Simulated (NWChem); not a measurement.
System meant: BeSi2H6O; SMILES [SiH3][Be][O][SiH3]

Here is an NWChem input.

```
start job
memory heap 200 mb stack 900 mb global 1100 mb
geometry units angstroms noautoz
  Be    -0.350746     0.292025     0.430405
  Si    -1.551001     1.277097     1.943902
  H     -1.909761     0.348133     3.064860
  H     -2.839338     1.804931     1.386746
  H     -0.834235     2.442273     2.557915
  O      0.435976    -0.354781    -0.555569
  Si     1.356967    -1.117606    -1.700593
  H      0.486186    -1.969378    -2.563350
  H      2.379234    -1.977712    -1.035225
  H      2.048050    -0.103830    -2.550737
end
basis spherical
  Be library def2-svp
  Si library def2-svp
  H library def2-svp
  O library def2-svp
end
dft
  odft
  mult 2
  xc pbe0
  iterations 150
  mulliken
end
task dft energy
```

End of the output:

```
 ==============================================================================
                                 internuclear angles
 ------------------------------------------------------------------------------
        center 1       |       center 2       |       center 3       |  degrees
 ------------------------------------------------------------------------------
    2 Si               |   1 Be               |   6 O                |   179.80
    1 Be               |   2 Si               |   3 H                |   111.89
    1 Be               |   2 Si               |   4 H                |   112.09
    1 Be               |   2 Si               |   5 H                |   111.98
    3 H                |   2 Si               |   4 H                |   106.87
    3 H                |   2 Si               |   5 H                |   106.84
    4 H                |   2 Si               |   5 H                |   106.82
    1 Be               |   6 O                |   7 Si               |   179.65
    6 O                |   7 Si               |   8 H                |   109.76
    6 O                |   7 Si               |   9 H                |   109.77
    6 O                |   7 Si               |  10 H                |   109.79
    8 H                |   7 Si               |   9 H                |   109.17
    8 H                |   7 Si               |  10 H                |   109.17
    9 H                |   7 Si               |  10 H                |   109.16
 ------------------------------------------------------------------------------
                            number of included internuclear angles:         14
 ==============================================================================

 Summary of "ao basis" -> "" (spherical)
 ------------------------------------------------------------------------------
       Tag                 Description            Shells   Functions and Types
 ---------------- ------------------------------  ------  ---------------------
 Be                         def2-svp                 5        9   3s2p
 Si                         def2-svp                 8       18   4s3p1d
 H                          def2-svp                 3        5   2s1p
 O                          def2-svp                 6       14   3s2p1d

                                 NWChem DFT Module
                                 -----------------

 Summary of "ao basis" -> "ao basis" (spherical)
 ------------------------------------------------------------------------------
       Tag                 Description            Shells   Functions and Types
 ---------------- ------------------------------  ------  ---------------------
 Be                         def2-svp                 5        9   3s2p
 Si                         def2-svp                 8       18   4s3p1d
 H                          def2-svp                 3        5   2s1p
 O                          def2-svp                 6       14   3s2p1d

  number of electrons :                   46
  multiplicity        :                    2
 ------------------------------------------------------------------------
  no. of electrons and multiplicity not compatible                  46
 ------------------------------------------------------------------------
 ------------------------------------------------------------------------
  current input line :
    28: task dft energy
 ------------------------------------------------------------------------
 ------------------------------------------------------------------------
 There is an error in the input file
 ------------------------------------------------------------------------
 For more information see the NWChem manual at https://nwchemgit.github.io

0: no. of electrons and multiplicity not compatible:Received an Error in Communication
```

Q: Can this run be used? If not, why, and what is the fix?

A: The program refused the input. Cause: the multiplicity doesn't fit the number of electrons (an even count wants an odd multiplicity, and the reverse). This input runs:
```
start job
memory heap 200 mb stack 900 mb global 1100 mb
geometry units angstroms noautoz
  Be    -0.350746     0.292025     0.430405
  Si    -1.551001     1.277097     1.943902
  H     -1.909761     0.348133     3.064860
  H     -2.839338     1.804931     1.386746
  H     -0.834235     2.442273     2.557915
  O      0.435976    -0.354781    -0.555569
  Si     1.356967    -1.117606    -1.700593
  H      0.486186    -1.969378    -2.563350
  H      2.379234    -1.977712    -1.035225
  H      2.048050    -0.103830    -2.550737
end
basis spherical
  Be library def2-svp
  Si library def2-svp
  H library def2-svp
  O library def2-svp
end
dft
  xc pbe0
  iterations 150
  mulliken
end
task dft energy
```
It converges to -672.02785 Ha (PBE0/def2-SVP).
